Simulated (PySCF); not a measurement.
This PySCF input asks for the NMR shieldings of `InChI=1S/C4H12N2SSi/c5-3-4(1-2-4)6-8-7/h6-7H,1-3,5,8H2`; the geometry comes from GFN2-xTB.

```python
import basis_set_exchange as bse
import numpy as np
from pyscf import gto, dft
from pyscf.prop import nmr

atoms = """
N    -1.554140   -1.793547   -0.662792
C    -0.669078   -0.743711   -1.134498
C    -0.386260    0.347468   -0.106283
N     0.251846   -0.106727    1.098022
Si    1.736170   -0.960474    1.203634
S     3.098638   -0.133894   -0.236669
C    -0.030130    1.725164   -0.591117
C    -1.371997    1.469148    0.032308
H    -2.444679   -1.397218   -0.378475
H    -1.147199   -2.254633    0.144775
H    -1.121712   -0.296505   -2.022694
H     0.275158   -1.211362   -1.428742
H    -0.388075   -0.203420    1.871539
H     2.219528   -0.711397    2.555095
H     1.735102   -2.376992    0.849306
H     2.872775    1.135704    0.056732
H     0.028608    1.896921   -1.654170
H     0.686599    2.288665   -0.013608
H    -2.244366    1.466810   -0.604490
H    -1.551937    1.870679    1.019090
"""
names = dict.fromkeys(["N", "C", "Si", "S", "H"], "pcSseg-1")
basis = {el: gto.basis.parse(bse.get_basis(n, elements=[el], fmt="nwchem")) for el, n in names.items()}
mol = gto.M(atom=atoms, basis=basis, charge=0, verbose=0)
mf = dft.RKS(mol, xc="PBE0")
mf.grids.level = 2
mf.grids.alignment = dft.numint.BLKSIZE   # the property module wants whole blocks of grid points
mf.conv_tol = 1e-9
mf.kernel()

calc = nmr.RKS(mf)   # GIAO
C = mf.mo_coeff
Co = C[:, mf.mo_occ > 0]
resp = mf.gen_response(singlet=True, hermi=2)
def vind(x):   # induced exchange potential for any number of trial vectors
    d = np.einsum("pi,xij,qj->xpq", C, 2 * x.reshape(-1, C.shape[1], Co.shape[1]), Co, optimize=True)
    return np.einsum("xpq,pi,qj->xij", resp(d - d.transpose(0, 2, 1)), C, Co, optimize=True).ravel()
mo1, _ = nmr.rhf.solve_mo1(calc, with_cphf=vind)
sigma = calc.kernel(mo1)
for i, s in enumerate(sigma):   # ppm
    print("%2d %-2s %9.2f" % (i, mol.atom_pure_symbol(i), np.trace(s) / 3))
```

Question: What does it print?

Answer: 
```
 0 N     236.64
 1 C     132.56
 2 C     147.47
 3 N     225.26
 4 Si    379.47
 5 S     740.31
 6 C     164.95
 7 C     173.10
 8 H      31.42
 9 H      30.39
10 H      29.81
11 H      28.10
12 H      30.81
13 H      26.43
14 H      26.29
15 H      31.39
16 H      31.02
17 H      31.09
18 H      31.42
19 H      31.44
```

These numbers come from an equivalent density-fitted implementation of the same equations, which agrees with the script to about 0.01 ppm for H and up to a few tenths of a ppm for heavy atoms, so last digits may differ.

Question: Turn these shieldings into chemical shifts. δ = σ(ref) − σ, references computed at the same level: NH3 for $^{15}$N (σref 267.73); TMS for $^{13}$C (σref 186.93), $^{29}$Si (σref 349.16), $^{1}$H (σref 31.72); CS2 for $^{33}$S (σref 503.73).

Answer: Averaging equivalent atoms: N 3: 42.5; N 0: 31.1; C 1: 54.4; C 2: 39.5; C 6/7: 17.9; Si 4: -30.3; S 5: -237; H 13/14: 5.36; H 10/11: 2.76; H 12: 0.91; H 8/9: 0.81; H 16/18: 0.50; H 17/19: 0.45; H 15: 0.33 ppm. Experimental scales use liquid or dissolved standards, which lie at an offset from isolated NH3 (liquid NH3: subtract about 20 ppm).

Size and cost of the density-fitted run: 210 basis functions, 73 s wall time on 1 thread of an Arm Neoverse N1, shared host; peak memory 0.95 GiB.
